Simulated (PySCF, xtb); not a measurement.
H5P, SMILES [H][P@TB7]([H])([H])([H])[H].

Harmonic wavenumbers (cm⁻¹) from GFN2-xTB (xtb) at its own minimum, in rising order: 516, 517, 1119, 1191, 1191, 1444, 1444, 1773, 1804, 2306, 2365, 2365.

**Question.** What does PBE0-D3(BJ)/def2-TZVPD (PySCF) give at its own minimum? (The exact figures need the calculation; the answer reports its results.)

**Answer.** 503, 503, 1167, 1242, 1242, 1440, 1440, 1876, 1970, 2312, 2324, 2324. Paired by order, the mean absolute difference is 45 cm⁻¹ and the zero-point energies are 25.8 and 26.2 kcal/mol.
